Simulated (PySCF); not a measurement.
Species: SnMe4, C4H12Sn.
Geometry (PBE0-D3(BJ)/def2-SVP, Å), atoms numbered from 1 in this order:
```xyz
17
C4H12Sn angstrom
Sn    -0.0041    0.0006    0.0028
C     -0.0003   -0.0257    2.1595
H     -1.0263    0.0558    2.5475
H      0.5880    0.8169    2.5515
H      0.4396   -0.9628    2.5307
C      2.0302    0.0101   -0.7132
H      2.0504   -0.0745   -1.8096
H      2.5910   -0.8353   -0.2881
H      2.5356    0.9438   -0.4259
C     -1.0205    1.7697   -0.6956
H     -0.9316    1.8576   -1.7883
H     -0.5832    2.6676   -0.2350
H     -2.0882    1.7281   -0.4349
C     -1.0164   -1.7543   -0.7375
H     -2.0214   -1.8294   -0.2972
H     -0.4528   -2.6613   -0.4750
H     -1.1187   -1.7074   -1.8315
```

Level of theory: PySCF, PBE0-D3(BJ)/def2-SVP geometry optimisation, gas phase, def2 core potentials past Kr.

(1) Which atoms are bound to Sn1, and at what distances?

(2) List the angles at Sn1.

(3) What is the shape at Sn1?

(4) What are the other bond lengths?

Results:

(1) 4 atoms: C10 2.157 Å, C6 2.157 Å, C14 2.157 Å, C2 2.157 Å. The nearest atom not counted as bound is H12, at 2.74 Å (others tie with it).

(2) 
```json
{"angle": "C10–Sn1–C14", "degrees": "109.6", "distance of the outer atoms (Å)": "3.52"}
{"angle": "C2–Sn1–C10", "degrees": "109.5", "distance of the outer atoms (Å)": "3.52"}
{"angle": "C2–Sn1–C14", "degrees": "109.5", "distance of the outer atoms (Å)": "3.52"}
{"angle": "C6–Sn1–C10", "degrees": "109.5", "distance of the outer atoms (Å)": "3.52"}
{"angle": "C6–Sn1–C14", "degrees": "109.4", "distance of the outer atoms (Å)": "3.52"}
{"angle": "C2–Sn1–C6", "degrees": "109.3", "distance of the outer atoms (Å)": "3.52"}
```

(3) Tetrahedral: angles from 109.3° to 109.6°; τ4 = (360° − α − β)/141° = 1.00 with α and β the two widest (0 for a square, 1 for a tetrahedron).

(4) C2–H3 and 11 like bonds 1.100 Å.

Point group: near Td, missed by 0.23 Å at most; the miss may be what the optimiser left on a soft mode (T holds within 0.08 Å). Charge 0, singlet. PBE0-D3(BJ)/def2-SVP frequencies: not computed here.
